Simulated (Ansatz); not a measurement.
Ansatz results at the PBE0-D4/def2-TZVP geometry: size of the dipole moment (ωB97M-V/def2-TZVPP) 1.69 D; LUMO energy (PBE0/def2-TZVPP) -1.63 eV; LUMO energy (ωB97M-V/def2-TZVPP) 0.41 eV.

Each molecule was computed in one conformer, which needn't be the lowest.

Question: Which molecule gave them?
A. `[NH2][Sn]([F])([Cl])[Cl]`
B. `C[O][SnH]([F])[Cl]`
C. `[NH2][Sn]([NH2])([F])[F]`
D. `C[O][SnH2][S]C`

Answer: B. The others give `C[O][SnH2][S]C`: 1.80, -0.44, 1.24; `[NH2][Sn]([NH2])([F])[F]`: 2.43, -1.46, 0.46; `[NH2][Sn]([F])([Cl])[Cl]`: 3.29, -2.35, -0.30.
